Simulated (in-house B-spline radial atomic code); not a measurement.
Settings and results of a run for Cu. Level of theory: scalar-relativistic (X2C) M06-2X, spin-polarised, spherical fractional occupations, Fermi nucleus of rms radius 3.8823 fm; calculated with a B-spline radial code for spherical atoms.

Command:
```bash
python run_scf.py task.json out
```
Settings (nuclear radius in fm, mass in u):
```
Z                29
configuration    [Ar] 3d10 4s1
hamiltonian      x2c
method           m062x
spin_polarised   True
nucleus          fermi
rms_radius       3.8823
atomic_mass      62.9296
speed_of_light   137.035999084
```

Output (hartree, bohr):
```
 radial grid: 78 intervals, B-splines of order 8, outer radius 50 bohr

 iter        energy (Eh)    residual
    1       -1654.815970    8.89e-02
    2       -1654.826025    1.54e-02
    3       -1654.832263    1.13e-02
    4       -1654.834500    6.07e-03
    5       -1654.829521    1.43e-02
    6       -1654.835869    6.55e-04
    7       -1654.835884    1.64e-04
    8       -1654.835885    5.25e-05
    9       -1654.835885    3.95e-06
   10       -1654.835882    4.21e-05
   11       -1654.835879    6.50e-05
   12       -1654.835885    5.66e-06
   13       -1654.835885    5.41e-06
   14       -1654.835885    8.17e-06
   15       -1654.835885    4.30e-06
   50       -1654.835885    3.90e-07
   51       -1654.835885    3.20e-07
   52       -1654.835885    4.66e-07
   53       -1654.835885    3.67e-07
   54       -1654.835885    5.32e-07
   55       -1654.835885    5.84e-07
   56       -1654.835885    1.71e-06
   57       -1654.835885    2.36e-06
   58       -1654.835885    1.04e-06
   59       -1654.835885    7.29e-07
   60       -1654.835885    7.74e-07
   61       -1654.835885    6.02e-07
   62       -1654.835885    5.78e-07
   63       -1654.835885    6.24e-07
   64       -1654.835885    2.73e-07

 total energy                     -1654.83589
 kinetic                            1683.2889
 electron-nucleus                  -3990.2704
 Hartree                             720.2686
 exact exchange                      -35.8803
 exchange-correlation                -32.2426

 orbital      occ     eigenvalue          <r>       <r^2>       <1/r>       r_max
 1s up      1.000      -328.6059    0.0518235   0.0036249     29.6267     0.03369
 1s down    1.000      -328.6044    0.0518238  0.00362494     29.6265     0.03369
 2s up      1.000       -40.1942     0.235004   0.0652239     6.40497      0.1965
 2s down    1.000       -40.1912      0.23501   0.0652275     6.40479      0.1965
 2p up      3.000       -34.7582     0.206077   0.0521244     6.22514      0.1577
 2p down    3.000       -34.7568     0.206073   0.0521221     6.22525      0.1577
 3s up      1.000        -4.6251     0.714421    0.590611     2.00084      0.6138
 3s down    1.000        -4.6181     0.714754    0.591297     1.99989       0.614
 3p up      3.000        -3.0012     0.751279    0.668412     1.83928      0.6191
 3p down    3.000        -2.9967     0.750911    0.667792     1.84009      0.6191
 3d up      5.000        -0.3619       1.0121     1.41848     1.38358      0.6026
 3d down    5.000        -0.3565      1.02635      1.4866     1.37801      0.6026
 4s up      1.000        -0.2126      3.11728     11.4236    0.410195       2.501
```

Cost of the run: 2.4 s on 1 thread of Arm Neoverse V1, on a shared host.

States collapsed into the nucleus by a negative tau potential were left out of the aufbau.

One-electron X2C: radii and densities carry no picture-change correction, so inner-shell <1/r> comes out high (for 1s by about 2 % at Z = 33, 5 % at 54, 10 % at 75, 30 % at 118) and <r> low.
